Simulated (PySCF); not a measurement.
PySCF input for Cl₂HSi, SMILES Cl[SiH]Cl (connectivity only; charge and spin as stated), charge +1, multiplicity 1, TDDFT-M06-2X/def2-SVPD. Geometry: TPSSh-D3(BJ)/def2-TZVP. The multiplicity is an assumed one; other spin states were not compared. The isomer is the one that the SMILES or the coordinates give; other isomers of the formula were not compared.

```python
import numpy as np
from pyscf import gto, scf, dft, tdscf

mol = gto.M(
    atom='''
    Cl    0.00000000   -1.69826293   -0.32435825
    Si   -0.00000000    0.00000000    0.63768236
    Cl    0.00000000    1.69826293   -0.32435825
    H     0.00000001    0.00000000    2.10062756
    ''',
    basis='def2-SVPD',
    charge=1,
    spin=0,
    symmetry=True,
    max_memory=1600,
    verbose=4,
)
mf = dft.RKS(mol, xc='m06-2x').density_fit(auxbasis='def2-universal-jkfit')
mf.grids.level = 4
mf.conv_tol = 1e-9
mf.max_cycle = 100
mf.kernel()
mf.grids = dft.Grids(mol).set(level=2).build(with_non0tab=True)  # coarser grid for the response kernel
td = tdscf.TDDFT(mf)
td.singlet = True
td.nstates = 10
td.conv_tol = 1e-4
td.positive_eig_threshold = 1e-6
td.kernel(x0=td.get_init_guess(mf, 15))
td.analyze()
tt = tdscf.TDA(mf)
tt.singlet = False
tt.nstates = 4
tt.conv_tol = 1e-4
tt.positive_eig_threshold = 1e-6
tt.kernel(x0=tt.get_init_guess(mf, 9))
tt.analyze(verbose=3)
```

It prints:

```
PySCF version 2.14.0

[INPUT] verbose = 4
[INPUT] num. atoms = 4
[INPUT] num. electrons = 48
[INPUT] charge = 1
[INPUT] spin (= nelec alpha-beta = 2S) = 0
[INPUT] symmetry True subgroup None
[INPUT] Mole.unit = angstrom
[INPUT] Symbol           X                Y                Z      unit          X                Y                Z       unit  Magmom
[INPUT]  1 Cl     0.000000000000  -1.698262930000  -0.324358250000 AA    0.000000000000  -3.209251825201  -0.612948258743 Bohr   0.0
[INPUT]  2 Si     0.000000000000   0.000000000000   0.637682360000 AA    0.000000000000   0.000000000000   1.205045014866 Bohr   0.0
[INPUT]  3 Cl     0.000000000000   1.698262930000  -0.324358250000 AA    0.000000000000   3.209251825201  -0.612948258743 Bohr   0.0
[INPUT]  4 H      0.000000010000   0.000000000000   2.100627560000 AA    0.000000018897   0.000000000000   3.969610778113 Bohr   0.0

nuclear repulsion = 185.220248355663
point group symmetry = C2v
symmetry origin: [3.85658393e-10 0.00000000e+00 3.85658391e-09]
symmetry axis x: [-1.00000000e+00 -0.00000000e+00  1.53524788e-09]
symmetry axis y: [ 0.00000000e+00 -1.00000000e+00  2.22044605e-16]
symmetry axis z: [-1.53524788e-09  0.00000000e+00 -1.00000000e+00]
num. orbitals of irrep A1 = 35
num. orbitals of irrep A2 = 10
num. orbitals of irrep B1 = 15
num. orbitals of irrep B2 = 26
number of shells = 36
number of NR pGTOs = 142
number of NR cGTOs = 86
basis = def2-SVPD
ecp = {}


******** <class 'pyscf.df.df_jk.DFSymAdaptedRKS'> ********
method = DFSymAdaptedRKS
initial guess = minao
damping factor = 0
level_shift factor = 0
DIIS = <class 'pyscf.scf.diis.CDIIS'>
diis_start_cycle = 1
diis_space = 8
diis_damp = 0
SCF conv_tol = 1e-09
SCF conv_tol_grad = None
SCF max_cycles = 100
direct_scf = False
XC library pyscf.dft.libxc version 7.1.2
    S. Lehtola, C. Steigemann, M. J. T. Oliveira, and M. A. L. Marques,  SoftwareX 7, 1–5 (2018)
XC functionals = m06-2x
    Y. Zhao and D. G. Truhlar,  Theor. Chem. Acc. 120, 215 (2008)
    Y. Zhao and D. G. Truhlar,  Theor. Chem. Acc. 120, 215 (2008)
radial grids:
    Treutler-Ahlrichs [JCP 102, 346 (1995); DOI:10.1063/1.469408] (M4) radial grids

becke partition: Becke, JCP 88, 2547 (1988); DOI:10.1063/1.454033
pruning grids: <function nwchem_prune>
grids dens level: 4
symmetrized grids: True
atomic radii adjust function: <function treutler_atomic_radii_adjust>
small_rho_cutoff = 0
Freeze 0 electrons in irreps []
    48 free electrons in irreps A1 A2 B1 B2
Set gradient conv threshold to 3.16228e-05
Initial guess from minao.
tot grids = 102008
******** <class 'pyscf.df.df.DF'> ********
auxbasis = def2-universal-jkfit
init E= -1210.49027180917
HOMO (A1) = -0.402286939539515  LUMO (B1) = -0.0957338456470211  gap/eV = 8.34173
cycle= 1 E= -1209.75854161727  delta_E= 0.732  |g|= 0.444  |ddm|= 2.13
HOMO (B2) = -0.647039140673684  LUMO (B1) = -0.379681721450521  gap/eV = 7.27517
cycle= 2 E= -1209.7643104465  delta_E= -0.00577  |g|= 0.479  |ddm|= 1.26
HOMO (B2) = -0.650475876029184  LUMO (B1) = -0.31193917056293  gap/eV = 9.21205
cycle= 3 E= -1209.8355444391  delta_E= -0.0712  |g|= 0.038  |ddm|= 0.654
HOMO (B2) = -0.636079353587976  LUMO (B1) = -0.298562603803453  gap/eV = 9.18430
cycle= 4 E= -1209.83588887344  delta_E= -0.000344  |g|= 0.00856  |ddm|= 0.0732
HOMO (B2) = -0.637611952688822  LUMO (B1) = -0.298058465720195  gap/eV = 9.23972
cycle= 5 E= -1209.83591177616  delta_E= -2.29e-05  |g|= 0.00176  |ddm|= 0.0138
HOMO (B2) = -0.637318565839124  LUMO (B1) = -0.298126670998391  gap/eV = 9.22988
cycle= 6 E= -1209.83591293732  delta_E= -1.16e-06  |g|= 0.000328  |ddm|= 0.00356
HOMO (B2) = -0.637374074150174  LUMO (B1) = -0.298181318111906  gap/eV = 9.22991
cycle= 7 E= -1209.8359129804  delta_E= -4.31e-08  |g|= 8.69e-05  |ddm|= 0.000557
HOMO (B2) = -0.637383221438175  LUMO (B1) = -0.298188868867358  gap/eV = 9.22995
cycle= 8 E= -1209.83591298351  delta_E= -3.11e-09  |g|= 1.51e-05  |ddm|= 0.000137
HOMO (B2) = -0.637384605438088  LUMO (B1) = -0.298187568215741  gap/eV = 9.23002
cycle= 9 E= -1209.83591298367  delta_E= -1.66e-10  |g|= 2.23e-06  |ddm|= 3.58e-05
HOMO (B2) = -0.637384245017829  LUMO (B1) = -0.298187351972508  gap/eV = 9.23002
Extra cycle  E= -1209.83591298368  delta_E= -4.55e-12  |g|= 8.88e-07  |ddm|= 6.86e-06
converged SCF energy = -1209.83591298368
tot grids = 40792
Overwritten attributes  positive_eig_threshold  of <class 'pyscf.tdscf.rks.TDDFT'>


******** <class 'pyscf.tdscf.rks.TDDFT'> for <class 'pyscf.df.df_jk.DFSymAdaptedRKS'> ********
nstates = 10 singlet
deg_eia_thresh = 1.000e-03
wfnsym = None
conv_tol = 0.0001
eigh lindep = 1e-12
eigh level_shift = 0
eigh max_cycle = 100


Excitation energies (eV)
[5.67445486 5.83947927 6.4832146  7.44025609 7.5081865  7.52468007
 7.82178987 7.94889843 8.19371879 8.54856193]

** Singlet excitation energies and oscillator strengths **
Excited State   1:   A2      5.67445 eV    218.50 nm  f=0.0000
      24 -> 25       -0.70325
Excited State   2:   B1      5.83948 eV    212.32 nm  f=0.0010
      22 -> 25        0.70348
Excited State   3:   B2      6.48321 eV    191.24 nm  f=0.0765
      23 -> 25        0.67342
      24 -> 26        0.16528
Excited State   4:   A1      7.44026 eV    166.64 nm  f=0.0120
      21 -> 25       -0.66964
      22 -> 26        0.16627
Excited State   5:   A2      7.50819 eV    165.13 nm  f=0.0000
      23 -> 26        0.69604
Excited State   6:   B2      7.52468 eV    164.77 nm  f=0.0555
      22 -> 27       -0.15152
      23 -> 25       -0.14202
      24 -> 26        0.66428
Excited State   7:   A1      7.82179 eV    158.51 nm  f=0.0633
      20 -> 26        0.11951
      21 -> 25        0.15644
      22 -> 26        0.66474
Excited State   8:   B1      7.94890 eV    155.98 nm  f=0.0017
      20 -> 25       -0.69886
Excited State   9:   A2      8.19372 eV    151.32 nm  f=0.0000
      19 -> 25        0.70307
Excited State  10:   B1      8.54856 eV    145.04 nm  f=0.0439
      21 -> 26        0.67332
      23 -> 27       -0.13662

** Transition electric dipole moments (AU) **
state          X           Y           Z        Dip. S.      Osc.
  1        -0.0000      0.0000      0.0000      0.0000      0.0000
  2        -0.0841     -0.0000     -0.0000      0.0071      0.0010
  3         0.0000      0.6938      0.0000      0.4814      0.0765
  4         0.0000      0.0000     -0.2562      0.0657      0.0120
  5        -0.0000      0.0000     -0.0000      0.0000      0.0000
  6        -0.0000     -0.5487     -0.0000      0.3010      0.0555
  7         0.0000     -0.0000      0.5747      0.3303      0.0633
  8        -0.0930      0.0000     -0.0000      0.0086      0.0017
  9         0.0000     -0.0000     -0.0000      0.0000      0.0000
 10         0.4579      0.0000      0.0000      0.2097      0.0439

** Transition velocity dipole moments (imaginary part, AU) **
state          X           Y           Z        Dip. S.      Osc.
  1         0.0000      0.0000     -0.0000      0.0000      0.0000
  2        -0.0167     -0.0000      0.0000      0.0003      0.0009
  3         0.0000      0.1754      0.0000      0.0308      0.0861
  4         0.0000     -0.0000     -0.0749      0.0056      0.0137
  5        -0.0000     -0.0000     -0.0000      0.0000      0.0000
  6         0.0000     -0.1613     -0.0000      0.0260      0.0627
  7        -0.0000     -0.0000      0.1749      0.0306      0.0709
  8        -0.0234      0.0000     -0.0000      0.0005      0.0012
  9         0.0000     -0.0000     -0.0000      0.0000      0.0000
 10         0.1436      0.0000      0.0000      0.0206      0.0438

** Transition magnetic dipole moments (imaginary part, AU) **
state          X           Y           Z
  1        -0.0000     -0.0000     -0.3775
  2         0.0000      1.0700     -0.0000
  3         0.2869      0.0000     -0.0000
  4        -0.0000      0.0000      0.0000
  5         0.0000     -0.0000     -0.4526
  6        -0.1704      0.0000     -0.0000
  7         0.0000     -0.0000     -0.0000
  8        -0.0000      1.0591     -0.0000
  9         0.0000     -0.0000      1.5088
 10         0.0000     -0.1558      0.0000
Overwritten attributes  positive_eig_threshold  of <class 'pyscf.tdscf.rks.TDA'>


******** <class 'pyscf.tdscf.rks.TDA'> for <class 'pyscf.df.df_jk.DFSymAdaptedRKS'> ********
nstates = 4 triplet
deg_eia_thresh = 1.000e-03
wfnsym = None
conv_tol = 0.0001
eigh lindep = 1e-12
eigh level_shift = 0
eigh max_cycle = 100


Excitation energies (eV)
[5.54861219 5.55758413 5.60020521 6.12379961]

** Triplet excitation energies and oscillator strengths **
Excited State   1:   A2      5.54861 eV    223.45 nm  f=0.0000
Excited State   2:   B2      5.55758 eV    223.09 nm  f=0.0000
Excited State   3:   B1      5.60021 eV    221.39 nm  f=0.0000
Excited State   4:   A1      6.12380 eV    202.46 nm  f=0.0000
```

Self-consistency was reached.

Cost: around 2.6 core-minutes (rough).
